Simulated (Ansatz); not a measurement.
Frontier orbitals of C₆H₁₅FNNbO (`C[O][Nb]([CH3])([F])=[N]C(C)(C)C`).

```json
{"atom": "C1", "x (Å)": "3.387", "y (Å)": "0.201", "z (Å)": "0.005"}
{"atom": "O2", "x (Å)": "2.573", "y (Å)": "0.122", "z (Å)": "1.140"}
{"atom": "Nb3", "x (Å)": "0.792", "y (Å)": "0.141", "z (Å)": "1.735"}
{"atom": "C4", "x (Å)": "0.351", "y (Å)": "-1.824", "z (Å)": "2.516"}
{"atom": "F5", "x (Å)": "0.348", "y (Å)": "1.480", "z (Å)": "2.998"}
{"atom": "N6", "x (Å)": "-0.264", "y (Å)": "0.225", "z (Å)": "0.349"}
{"atom": "C7", "x (Å)": "-1.123", "y (Å)": "0.373", "z (Å)": "-0.790"}
{"atom": "C8", "x (Å)": "-1.894", "y (Å)": "1.686", "z (Å)": "-0.669"}
{"atom": "C9", "x (Å)": "-0.273", "y (Å)": "0.377", "z (Å)": "-2.060"}
{"atom": "C10", "x (Å)": "-2.094", "y (Å)": "-0.807", "z (Å)": "-0.815"}
{"atom": "H11", "x (Å)": "3.976", "y (Å)": "1.122", "z (Å)": "0.033"}
{"atom": "H12", "x (Å)": "4.073", "y (Å)": "-0.650", "z (Å)": "-0.011"}
{"atom": "H13", "x (Å)": "2.787", "y (Å)": "0.190", "z (Å)": "-0.911"}
{"atom": "H14", "x (Å)": "-0.701", "y (Å)": "-1.888", "z (Å)": "2.811"}
{"atom": "H15", "x (Å)": "0.975", "y (Å)": "-2.022", "z (Å)": "3.396"}
{"atom": "H16", "x (Å)": "0.537", "y (Å)": "-2.604", "z (Å)": "1.774"}
{"atom": "H17", "x (Å)": "-1.204", "y (Å)": "2.532", "z (Å)": "-0.635"}
{"atom": "H18", "x (Å)": "-2.490", "y (Å)": "1.695", "z (Å)": "0.246"}
{"atom": "H19", "x (Å)": "-2.564", "y (Å)": "1.819", "z (Å)": "-1.522"}
{"atom": "H20", "x (Å)": "0.433", "y (Å)": "1.210", "z (Å)": "-2.042"}
{"atom": "H21", "x (Å)": "0.291", "y (Å)": "-0.555", "z (Å)": "-2.143"}
{"atom": "H22", "x (Å)": "-0.904", "y (Å)": "0.480", "z (Å)": "-2.946"}
{"atom": "H23", "x (Å)": "-2.697", "y (Å)": "-0.823", "z (Å)": "0.095"}
{"atom": "H24", "x (Å)": "-2.765", "y (Å)": "-0.732", "z (Å)": "-1.675"}
{"atom": "H25", "x (Å)": "-1.548", "y (Å)": "-1.750", "z (Å)": "-0.881"}
```

Charge 0, multiplicity 1. Correlated methods include outer-core shells of Nb, which these sets cover unevenly. Nb takes the def2 core potential. The geometry is a stationary point of PBE0-D4/def2-TZVP. It is one conformer, not always the lowest. Basis def2-TZVPP, the Gaussian-basis code of Ansatz.

Orbital energies of one run (eV). Highest occupied ones, from the top: -5.96, -6.06, -6.70, -7.27, -7.43, -8.27, -8.29, -8.63, -8.79, -9.24, -9.39, -9.43, -9.57, -9.66. Empty: -1.74, -1.30, -0.71, -0.32, -0.15, 0.14.

(1) Which functional gave them?
A. r2SCANh
B. ωB97X-V
C. PBE
D. HSE06 (plane-wave form)

## Answers

(1) C. HOMO energies: PBE -5.96, HSE06 -6.86, r2SCANh -6.69, ωB97X-V -9.61 eV.
